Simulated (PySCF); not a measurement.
A structure optimised at PBE-D3(BJ)/def2-SVP, used in a PySCF frequency run:

```xyz
9

Sn     0.4366     0.1407    -0.1095
F      0.7063     0.3201     1.8333
C     -1.6745    -0.0420    -0.4348
C     -2.2153    -1.2151    -0.8113
H      1.2254    -1.3353    -0.5472
H      1.1535     1.5714    -0.7624
H     -2.3192     0.8424    -0.2885
H     -3.3008    -1.3287    -0.9848
H     -1.6065    -2.1242    -0.9627
```
Charge 0, spin multiplicity 1.

### Question
Write its SMILES and formula.

### Answer
C=[CH][SnH2][F], C2H5FSn

### Question
What are its rotational constants (standard atomic weights)?

### Answer
8.0126, 2.4353, 2.0769 GHz
